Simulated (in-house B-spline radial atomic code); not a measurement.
Computed with a B-spline radial atomic code. Model: two electrons, singlet ground state, non-relativistic, full CI in B-splines with partial waves to l = 8 (at full coupling up to 3e-4 hartree above the limit, correlation up to 0.6 % small), density held at that of full coupling by Lieb maximisation.

Along the adiabatic connection the electron repulsion is scaled by a coupling λ while a local potential keeps the density fixed. At λ = 0 the system is the Kohn-Sham one and W equals the exchange energy; the exchange-correlation energy is the area under W between 0 and 1. The kinetic energy rises with λ as the electrons avoid each other, with dT/dλ = −λ dW/dλ.

Command:
```bash
python run_ac.py task.json out
```
Settings (lengths in bohr, energies in hartree):
```
potential              coulomb
strength               0.788
lmax                   8
wall_radius            5.89
```

Cost of the run: 3.2 s on 1 thread of Intel(R) Xeon(R) Processor @ 2.30GHz (shared host).

**W = mean repulsion less Hartree energy, and W of three functionals.**

Given: confinement point charge; nuclear charge 0.788; hard wall radius 5.89 bohr; external potential -Z/r.

Computed: PBE exchange minus exact 11.13 millihartree; SCAN exchange minus exact 0.01745 millihartree.

| coupling | W xc (hartree) | W xc minus exchange (millihartree) | kinetic minus Kohn-Sham (millihartree) | LDA (PW92) W minus its exchange (millihartree) | PBE W minus its exchange (millihartree) | SCAN W minus its exchange (millihartree) |
| --- | --- | --- | --- | --- | --- | --- |
| 0 | -0.39534 | 0 | 0 | 0 | 0 | 0 |
| 0.02 | -0.39722 | -1.875 | 0.02 | -9.72 | -2.1 | -1.85 |
| 0.05 | -0.39994 | -4.604 | 0.11 | -19.1 | -5.24 | -4.49 |
| 0.12 | -0.40594 | -10.604 | 0.62 | -34.8 | -12.29 | -10.23 |
| 0.25 | -0.41589 | -20.546 | 2.44 | -55.12 | -24.09 | -19.65 |
| 0.4 | ? | ? | ? | ? | ? | ? |
| 0.6 | -0.43679 | -41.448 | 11.12 | -89.37 | -48.91 | -39.6 |
| 0.8 | -0.44597 | -50.635 | 17.52 | -102.82 | -59.84 | -48.54 |
| 1 | -0.45374 | -58.397 | 24.48 | -113.82 | -69.13 | -56.21 |
| 1.4 | ? | ? | ? | ? | ? | ? |
| 2 | -0.47956 | -84.22 | 61.82 | -149.62 | -101 | -82.6 |
| 3 | -0.49421 | -98.871 | 97.86 | -170.47 | -120.32 | -98.13 |
| 4.5 | -0.50742 | -112.08 | 146.53 | -190.35 | -139.07 | -112.19 |
| 7 | -0.51978 | -124.44 | 215.96 | -210.34 | -158.14 | -124.81 |
| 10 | -0.5282 | -132.86 | 286.47 | -224.99 | -172.22 | -132.68 |

Question: What belongs in the row 0.4?

Answer: W xc (hartree): -0.42575; W xc minus exchange (millihartree): -30.406; kinetic minus Kohn-Sham (millihartree): 5.63; LDA (PW92) W minus its exchange (millihartree): -72.16; PBE W minus its exchange (millihartree): -35.8; SCAN W minus its exchange (millihartree): -29.01.

Question: What belongs in the row 1.4?

Answer: W xc (hartree): -0.46614; W xc minus exchange (millihartree): -70.797; kinetic minus Kohn-Sham (millihartree): 39.25; LDA (PW92) W minus its exchange (millihartree): -131.03; PBE W minus its exchange (millihartree): -84.2; SCAN W minus its exchange (millihartree): -68.71.

Question: What is the LDA exchange minus exact?

Answer: 56.382 millihartree.

**Energy parts, natural occupations and partial-wave weights.**

Computed: total energy -0.1995 hartree; exchange energy -0.39534 hartree; correlation energy -0.033913 hartree; kinetic part of the DFT correlation energy 0.024484 hartree; initial slope twice GL2 -0.094884 hartree; kinetic part over minus potential part 0.41927; Lieb Oxford ratio E_xc over LDA exchange 1.2664.

| natural | occupation of the shell (electrons) |
| --- | --- |
| s | 1.9332 |
| p | 0.04697 |
| s | 0.017874 |
| d | ? |
| p | 0.0005276 |
| f | 0.00011428 |

Question: What belongs in the row d?

Answer: occupation of the shell (electrons): 0.0010468.

```
wave      weight
   s     0.97559
   p    0.023763
   d  0.00055949
   f           ?
   g  1.4043e-05
```

Question: What belongs in the row f?

Answer: weight: 6.5388e-05.

Question: What is the Hartree energy?

Answer: 0.79068 hartree.

Question: What is the Kohn-Sham kinetic?

Answer: 0.42552 hartree.

Half-way to full coupling W has made 62 % of its drop, against 50 % for a straight line, and second-order (GL2) theory, half the initial slope, overshoots the correlation energy by about 40 %: a marked bend. Over couplings 0 to 1 the errors in E_xc come to about +15 millihartree for LDA, +5.1 millihartree for PBE, +1.4 millihartree for SCAN, so SCAN is nearest. In LDA and PBE the errors of exchange and correlation have opposite signs, so the sum is smaller than the larger of the two.
